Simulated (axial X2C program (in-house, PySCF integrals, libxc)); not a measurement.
## Levels of IBr⁻ by electron attachment to IBr (EOM-EA-CCSD)

Computed with an axial X2C code built on PySCF integrals: two-component X2C with atomic mean-field Coulomb and Gaunt terms, Gaussian nuclei, basis I dyall-acv3z, Br dyall-acv3z with contracted cores.

R = 2.854 Å (1.150 times 2.482 Å, the PBE0 minimum at charge 0 for the lowest determinant).

Levels of IBr⁻ obtained by attaching an electron to IBr:

```tsv
Ω	binding energy (eV)	above lowest (cm⁻¹)	attached spinor	one-particle weight
1/2	2.658	0	47% I pσ, 32% Br pσ, 6% I dσ	0.94
1/2	-1.168	30856	63% I sσ, 18% I pσ, 17% Br sσ	0.98
1/2	-1.367	32462	59% I pσ, 26% Br pσ, 7% I sσ	0.98
1/2	-1.735	35428	88% I pπ, 9% Br pπ	0.99
3/2	-1.763	35653	89% I pπ, 9% Br pπ	0.99
1/2	-2.308	40050	64% Br pσ, 16% I pσ, 10% I dσ	0.98
```

Question: What is the splitting of the first π pair in the table, and is it regular or inverted?

Answer: E(3/2) − E(1/2) = 35653 − 35428 = 225 cm⁻¹ at EOM-EA-CCSD: regular, Ω = 1/2 lower. Splittings at this level can be off by ten to twenty per cent.

Negative binding energies belong to unbound states, resonances or levels that the basis set holds; within some tenths of an eV of zero the sign is not settled.

This point took 41 s on 1 thread of Arm Neoverse N1 (shared host).

Reference electrons by ω block (each with its −ω partner): 1/2: 28, 3/2: 13, 5/2: 3. 14 electrons of IBr correlated (inner shells frozen), 92 natural virtual spinors (a truncated set); levels can be off by some tenths of an eV. Roots sought by Ω: (1/2: 5, 3/2: 4, 5/2: 2, 7/2: 1); the list ends where they run out and leaves out roots under 60 % one-particle weight. The solver can skip a root, and states that need a further excitation, which the method places far too high, are missing though they may lie low or lowest. T1 of the reference 0.012 (Lee–Taylor). Number of frozen shells: I 4 s, 3 p, 2 d; Br 3 s, 2 p, 1 d.
